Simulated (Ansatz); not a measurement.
Z-matrix (Å, degrees):
```
C
F 1 1.3499
F 1 1.3499 2 106.63
F 1 1.3662 2 107.11 3 -114.41
B 1 1.5969 2 114.80 3 128.33
H 5 1.1838 1 118.33 2 29.32
H 5 1.1838 6 123.28 1 -176.99
```
Charge 0, spin multiplicity 1.

Level of theory: frozen-core CCSD(T)/def2-TZVPP // B3LYP-D3(BJ)/def2-TZVP (Ansatz, a program for electronic structure).

```
Item                            Value
----------------------  -------------
HF energy               -362.16896 Ha
MP2 correlation energy    -0.99802 Ha
```

**Question.** Estimate the CCSD correlation energy, the (T) correction, the total energy and the T1 diagnostic.

**Answer.** 
| Quantity | Value |
|---|---|
| CCSD correlation energy | -1.01678 Ha |
| (T) correction | -0.03205 Ha |
| CCSD(T) total energy | -363.21780 Ha |
| T1 diagnostic | 0.013 |
